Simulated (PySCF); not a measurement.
Molecule: SMILES FC(F)(F)CN[SiH2][SiH3], C₂H₈F₃NSi₂.

Geometry (Å), atoms numbered from 1 in this order:
```xyz
16

F     3.6435   -0.1495    0.6262
C     2.3494   -0.3748    0.3483
F     2.2879   -0.6991   -0.9496
F     1.9945   -1.4745    1.0331
C     1.4686    0.8221    0.7043
N     0.0755    0.5350    0.5897
Si   -0.7773    0.6128   -0.9197
Si   -2.9954    0.3537   -0.3634
H     1.7346    1.1145    1.7274
H     1.7278    1.6330    0.0210
H    -0.2207   -0.1504    1.2687
H    -0.2868   -0.3482   -1.9219
H    -0.3839    1.9381   -1.4194
H    -3.7938    0.2286   -1.5846
H    -3.5602    1.4778    0.3877
H    -3.2713   -0.8426    0.4410
```

Frames of a GFN2-xTB Langevin trajectory at 600 K; GIAO PBE0/pcSseg-1 shieldings in PySCF, gas phase, non-relativistic; equivalent atoms averaged within each frame.

Shifts are taken against calculated references (same method and geometry level): ¹⁹F (170.95 ppm) against CFCl3; ¹³C (186.93 ppm), ²⁹Si (349.16 ppm), ¹H (31.72 ppm) against TMS; ¹⁵N (267.73 ppm) against NH3. The references are static minima.

Question: How do the shifts (ppm) fluctuate along the trajectory?

Answer: 
```tsv
time (fs)	F1/F3/F4	C2	C5	N6	Si7	Si8	H12/H13	H9/H10	H14/H15/H16	H11
optimised geometry	-90.2	135.6	54.1	12.5	-43.9	-121.4	5.02	3.41	3.40	0.11
250	-73.0	138.9	66.0	3.4	-55.8	-121.7	5.08	4.05	4.05	-1.16
425	-64.3	144.0	56.9	-1.3	-38.9	-124.4	5.08	3.96	3.53	-3.03
625	-79.8	135.8	49.6	4.7	-24.6	-113.0	5.37	3.07	4.66	-0.59
800	-72.1	145.1	63.6	25.4	-65.9	-116.9	4.41	5.03	3.52	0.65
1000	-81.2	143.0	56.5	3.8	-24.9	-114.1	5.89	3.88	4.46	0.69
mean of frames	-74.0	141.4	58.5	7.2	-42.0	-118.0	5.17	4.00	4.04	-0.69
standard deviation	6.8	3.9	6.5	10.4	18.5	4.9	0.54	0.69	0.52	1.53
```

5 frames give an uncertainty of the mean of about the standard deviation over 2.2 at best, since frames this close in time may not be independent; classical motion lacks zero-point vibration, and the reference would need the same averaging.
